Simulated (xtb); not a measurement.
C2Cl3 (SMILES Cl[C]=C(Cl)Cl), doublet, geometry from GFN2-xTB, atoms displaced at random by about 0.06 Å a coordinate; xtb with GFN2-xTB.

Here is a job for xtb.
```
$ xtb mol.xyz --gfn 2 --chrg 0 --uhf 1 --opt --json

# file mol.xyz
5

C      0.06853870     0.22266770     1.11857513
C      0.02340081     0.36609133    -0.24639707
Cl     0.02806972    -0.89624107     2.09991964
Cl     0.07339138    -1.03148062    -1.33263584
Cl     0.04510611     1.75891183    -1.11674697
```

Problem. What does xtb print? Leave out banner, timings and long lists.

Solution. 
```
   ID    Z sym.   atoms
    1    6 C      1, 2
    2   17 Cl     3-5

           -------------------------------------------------
          |                Calculation Setup                |
           -------------------------------------------------

           -------------------------------------------------
          |                 G F N 2 - x T B                 |
           -------------------------------------------------

          ...................................................
          :                      SETUP                      :
          :.................................................:
          :  # basis functions                  38          :
          :  # atomic orbitals                  35          :
          :  # shells                           13          :
          :  # electrons                        29          :
          :  max. iterations                   250          :
          :  Hamiltonian                  GFN2-xTB          :
          :  restarted?                      false          :
          :  GBSA solvation                  false          :
          :  PC potential                    false          :
          :  electronic temp.          300.0000000     K    :
          :  accuracy                    1.0000000          :
          :  -> integral cutoff          0.2500000E+02      :
          :  -> integral neglect         0.1000000E-07      :
          :  -> SCF convergence          0.1000000E-05 Eh   :
          :  -> wf. convergence          0.1000000E-03 e    :
          :  Broyden damping             0.4000000          :
          :  net charge                          0          :
          :  unpaired electrons                  1          :
          ...................................................

 iter      E             dE          RMSdq      gap      omega  full diag
   1    -17.8764620 -0.178765E+02  0.565E+00    3.08       0.0  T
   2    -17.8847052 -0.824321E-02  0.316E+00    3.14       1.0  T
   3    -17.8807547  0.395052E-02  0.145E+00    3.05       1.0  T
   4    -17.8839436 -0.318885E-02  0.771E-01    3.20       1.0  T
   5    -17.8860502 -0.210664E-02  0.242E-01    3.11       1.0  T
   6    -17.8861407 -0.905151E-04  0.189E-01    3.12       1.0  T
   7    -17.8862239 -0.831455E-04  0.884E-02    3.12       1.0  T
   8    -17.8862409 -0.169985E-04  0.504E-02    3.11       1.0  T
   9    -17.8862473 -0.643257E-05  0.248E-02    3.12       1.8  T
  10    -17.8862488 -0.149168E-05  0.960E-03    3.12       4.7  T
  11    -17.8862490 -0.224577E-06  0.599E-03    3.12       7.5  T
  12    -17.8862491 -0.797305E-07  0.463E-03    3.12       9.7  T
  13    -17.8862492 -0.948239E-07  0.116E-03    3.12      38.5  T
  14    -17.8862492 -0.245032E-08  0.348E-04    3.12     128.5  T
  15    -17.8862492 -0.165116E-09  0.223E-04    3.12     200.7  T

   *** convergence criteria satisfied after 15 iterations ***

         :::::::::::::::::::::::::::::::::::::::::::::::::::::
         ::                     SUMMARY                     ::
         :::::::::::::::::::::::::::::::::::::::::::::::::::::
         :: total energy             -17.798856508085 Eh    ::
         :: gradient norm              0.222994157864 Eh/a0 ::
         :: HOMO-LUMO gap              3.115064643382 eV    ::
         ::.................................................::
         :: SCC energy               -17.886248430530 Eh    ::
         :: -> isotropic ES            0.005696596368 Eh    ::
         :: -> anisotropic ES          0.000347167512 Eh    ::
         :: -> anisotropic XC         -0.001313980210 Eh    ::
         :: -> dispersion             -0.004926356730 Eh    ::
         :: repulsion energy           0.087391922445 Eh    ::
         :: add. restraining           0.000000000000 Eh    ::
         :: total charge               0.000000000000 e     ::
         :::::::::::::::::::::::::::::::::::::::::::::::::::::

[...]
 * total energy  :   -17.7988565 Eh     change       -0.1452563E-09 Eh
 * total energy  :   -17.8143889 Eh     change       -0.1553242E-01 Eh
 * total energy  :   -17.8196865 Eh     change       -0.5297590E-02 Eh
 * total energy  :   -17.8203838 Eh     change       -0.6972603E-03 Eh
 * total energy  :   -17.8204386 Eh     change       -0.5480371E-04 Eh
 * total energy  :   -17.8204528 Eh     change       -0.1419116E-04 Eh
 * total energy  :   -17.8204653 Eh     change       -0.1252763E-04 Eh
 * total energy  :   -17.8204702 Eh     change       -0.4900823E-05 Eh
   *** GEOMETRY OPTIMIZATION CONVERGED AFTER 8 ITERATIONS ***
         :: total energy             -17.820470203746 Eh    ::
[...]
         6        2.0000           -0.5579292             -15.1820
         7        2.0000           -0.5472692             -14.8920
         8        2.0000           -0.5363984             -14.5961
         9        2.0000           -0.4957202             -13.4892
        10        2.0000           -0.4885691             -13.2946
        11        2.0000           -0.4539862             -12.3536
        12        2.0000           -0.4508873             -12.2693
        13        2.0000           -0.4415135             -12.0142
        14        2.0000           -0.4134097             -11.2495
        15        1.0000           -0.3819171             -10.3925 (HOMO)
        16                         -0.2478223              -6.7436 (LUMO)
        17                         -0.2062011              -5.6110
        18                         -0.1683834              -4.5819
        19                         -0.1061992              -2.8898
        20                         -0.0318447              -0.8665
        21                         -0.0318416              -0.8665
        22                         -0.0223645              -0.6086
        23                         -0.0138384              -0.3766
        24                         -0.0076961              -0.2094
        25                         -0.0076441              -0.2080
        26                         -0.0065820              -0.1791
       ...                                ...                  ...
        35                          0.7111539              19.3515
      -------------------------------------------------------------
                  HL-Gap            0.1340948 Eh            3.6489 eV
             Fermi-level           -0.3562665 Eh           -9.6945 eV

     #   Z          covCN         q      C6AA      α(0)
     1   6 C        1.960     0.005    30.947     8.984
     2   6 C        2.781     0.142    24.899     8.173
     3  17 Cl       0.914     0.052    97.632    15.116
     4  17 Cl       1.053    -0.118   102.850    15.516
     5  17 Cl       1.080    -0.081   101.690    15.428

 Mol. C6AA /au·bohr⁶  :       1652.624630
 Mol. C8AA /au·bohr⁸  :      63092.831858
 Mol. α(0) /au        :         63.216602

Wiberg/Mayer (AO) data.
largest (>0.10) Wiberg bond orders for each atom

 ---------------------------------------------------------------------------
     #   Z sym  total        # sym  WBO       # sym  WBO       # sym  WBO
 ---------------------------------------------------------------------------
     1   6 C    3.457 --     2 C    1.900     3 Cl   1.308     4 Cl   0.155
     2   6 C    3.886 --     1 C    1.900     5 Cl   1.005     4 Cl   0.876
                             3 Cl   0.105
     3  17 Cl   1.505 --     1 C    1.308     2 C    0.105
     4  17 Cl   1.131 --     2 C    0.876     1 C    0.155
     5  17 Cl   1.184 --     2 C    1.005
 ---------------------------------------------------------------------------

Topologies differ in total number of bonds
Writing topology from bond orders to xtbtopo.mol

molecular dipole:
                 x           y           z       tot (Debye)
 q only:       -0.004      -0.038       0.625
   full:       -0.001      -0.318       0.525       1.559
molecular quadrupole (traceless):
                xx          xy          yy          xz          yz          zz
 q only:        0.700       0.012      -1.153       0.093      -0.668       0.453
  q+dip:        0.108      -0.024      -1.636       0.074      -1.257       1.529
   full:       -0.182      -0.034      -0.525       0.080      -1.158       0.707

optimized geometry written to: xtbopt.xyz

           -------------------------------------------------
          | TOTAL ENERGY              -17.820470203746 Eh   |
          | GRADIENT NORM               0.000731901556 Eh/α |
          | HOMO-LUMO GAP               3.648904032494 eV   |
           -------------------------------------------------

normal termination of xtb
```
